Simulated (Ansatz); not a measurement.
`NB(Cl)CF` → `[CH2]` (triplet) + `NB(F)Cl` at 600 K and 1 bar (formal loss of a carbene).

Computed with Ansatz on PBE0-D4/def2-TZVP structures; ΔE is electronic, products minus reactants. CBS: MP2 limit from def2 TZ/QZ plus the TZ coupled-cluster correction, frozen cores. This one scheme is used for every species. Triplets are unrestricted, without spin–orbit coupling. One conformer a species, not always the lowest.

```json
{"species": "`NB(Cl)CF`", "CCSD(T)/CBS energy (Eh)": "-679.61374", "H − E (kJ/mol)": "218.0", "S (J/(mol·K))": "408.6"}
{"species": "`[CH2]` (triplet)", "CCSD(T)/CBS energy (Eh)": "-39.09499", "H − E (kJ/mol)": "66.5", "S (J/(mol·K))": "220.8"}
{"species": "`NB(F)Cl`", "CCSD(T)/CBS energy (Eh)": "-640.42619", "H − E (kJ/mol)": "132.1", "S (J/(mol·K))": "345.5"}
```

H − E and S are ideal-gas, rigid-rotor, harmonic terms from PBE0-D4/def2-TZVP, for one conformer and one mirror image of each species, with the whole ground term of open shells counted as degenerate. 1 Eh = 2625.50 kJ/mol, R = 8.31446 J/(mol·K).

Problem. By hand: ΔE, ΔH, ΔS and ΔG.

Solution. ΔE = (-39.09499) + (-640.42619) − (-679.61374) = 0.09256 Eh = 243.0 kJ/mol. Δ(H − E) = 66.5 + 132.1 − 218.0 = -19.4, so ΔH = 223.6 kJ/mol. ΔS = 220.8 + 345.5 − 408.6 = 157.7 J/(mol·K). ΔG = 223.6 − 600 × (157.7)/1000 = 129.0 kJ/mol.

Problem. By hand: the equilibrium constant, and the temperature at which ΔG would vanish if ΔH and ΔS stayed fixed.

Solution. log₁₀ K = −ΔG/(RT ln 10) = -11.2. ΔG = 0 at ΔH/ΔS = 1418 K.

The number of gas molecules changes by +1, which sets the sign of ΔS. A doubt of 5 kJ/mol in ΔE shifts log₁₀ K by 0.4 here. Other conformers and mirror images would add mixing entropy, several J/(mol·K) or more a flexible species. Modes under 60 cm⁻¹, often nearly free rotors, make the harmonic entropy too high. A triplet takes part, so the spin changes. These are equilibria of isolated gas molecules and say nothing of rates. Largest T1 diagnostic: 0.011 (customary marks: 0.02 for closed shells, 0.045 for open ones).
